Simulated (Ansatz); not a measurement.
Born–Oppenheimer molecular dynamics of FH$_{9}$Si$_{4}$ (14 atoms, charge 0, multiplicity 1). It starts from a relaxed structure.

Level of theory: RKS PBE0/STO-3G in Ansatz 0.2.0.

```json
{
 "ensemble": "NVT, Langevin thermostat",
 "time step": "0.5 fs",
 "steps asked": "100",
 "set temperature": "700 K",
 "friction": "0.01 /fs",
 "temperature schedule": "25 steps to 700 K, then 75 steps to 10 K",
 "seed": "848231"
}
```

First frame:

```xyz
14
Properties=species:S:1:pos:R:3
Si 0.008 -0.069 0.003
F 0.023 -0.250 1.659
Si 2.142 0.049 -0.746
H 2.898 -1.131 -0.400
H 2.155 0.169 -2.185
H 2.839 1.193 -0.207
Si -1.100 1.835 -0.524
H -2.491 1.774 -0.141
H -0.517 2.990 0.117
H -1.051 2.057 -1.950
Si -1.041 -1.850 -0.924
H -2.311 -2.112 -0.289
H -1.296 -1.604 -2.324
H -0.246 -3.052 -0.831
```

Question: How far do the bonds stretch over the last three quarters of this one trajectory? (Pairs bonded in most of those frames.)

Answer: 
```tsv
bond	mean (Å)	spread (Å)	shortest	longest
Si1–F2	1.680	0.032	1.63	1.73
Si1–Si3	2.274	0.012	2.25	2.29
Si1–Si7	2.309	0.045	2.20	2.35
Si1–Si11	2.276	0.015	2.24	2.29
Si3–H4	1.450	0.012	1.43	1.47
Si3–H5	1.445	0.013	1.42	1.46
Si3–H6	1.458	0.073	1.35	1.56
Si7–H8	1.452	0.030	1.41	1.51
Si7–H9	1.452	0.034	1.40	1.50
Si7–H10	1.448	0.034	1.40	1.51
Si11–H12	1.443	0.022	1.41	1.48
Si11–H13	1.443	0.034	1.39	1.50
Si11–H14	1.452	0.059	1.37	1.54
```

Mean temperature of the second half: 413 K. The schedule's set-point averaged 240 K over the second half and the system 413 K, so it lags behind the ramp. A run of 0.05 ps of so small a system gives no equilibrium averages. Limits of this set-up: minimal basis.

Time of the run: 5.2 min on 1 thread of Arm Neoverse V2, on a shared host, peak memory 0.13 GiB.
